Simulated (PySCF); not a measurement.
Computed properties of F3Ge, SMILES [F][Ge]([F])[F]

F₃Ge, SMILES [F][Ge]([F])[F] (connectivity only; charge and spin as stated), charge +1, multiplicity 1. The structure is a stationary point at B3LYP-D3(BJ)/def2-SVP. The multiplicity is an assumed one; other spin states were not compared. The isomer is the one that the SMILES or the coordinates give; other isomers of the formula were not compared. Other conformers were not sampled. All values are computed for the isolated molecule unless a solvent is named; none is compared with measurement here.

**Structure.** The optimised structure has D3h symmetry. All 6 harmonic modes at B3LYP-D3(BJ)/def2-SVP (PySCF) are real, so it is a minimum. With heavy atoms numbered as in [F:1][Ge:2]([F:3])[F:4], the shortest bond between them is Ge2–F4 at 1.669 Å and the longest Ge2–F3 at 1.669 Å.

**Vibrations.** The strongest infrared lines (harmonic, unscaled, degenerate partners summed) lie at 875 cm⁻¹ (111 km/mol, F 72 %, Ge 28 %), 210 cm⁻¹ (55 km/mol, F 84 %, Ge 16 %), 213 cm⁻¹ (47 km/mol, F 56 %, Ge 44 %). The softest mode is at 210 cm⁻¹ and the zero-point energy is 4.5 kcal/mol.

**Electronic structure.** r2SCAN/def2-TZVPD (PySCF) places the frontier levels at -18.28 and -11.85 eV, a gap of 6.43 eV and a mean polarisability of 22.7 bohr³. PBE/def2-TZVPD (PySCF) at the same geometry gives -17.75 and -12.13 eV, so its gap is 0.81 eV narrower. An orbital gap is neither the optical nor the fundamental gap.

**Excitations.** TDA-B3LYP/def2-SVPD (PySCF) has S1 at 6.47 eV (192 nm, f = 0.000, dark); the most intense of the 10 singlets computed lies at 7.04 eV (f = 0.07). Strengths of degenerate partners are summed. T1 (TDA) is at 5.98 eV, 0.49 eV under S1. TDA-PBE/def2-SVPD (PySCF) puts S1 at 5.76 eV. No vertical singlet excitation falls in the visible range (under 3.1 eV).

**NMR.** GIAO shifts at B3LYP/pcSseg-2 (PySCF) (non-relativistic, atoms alike by connectivity averaged): ¹⁹F at -68.4 ppm against CFCl3.
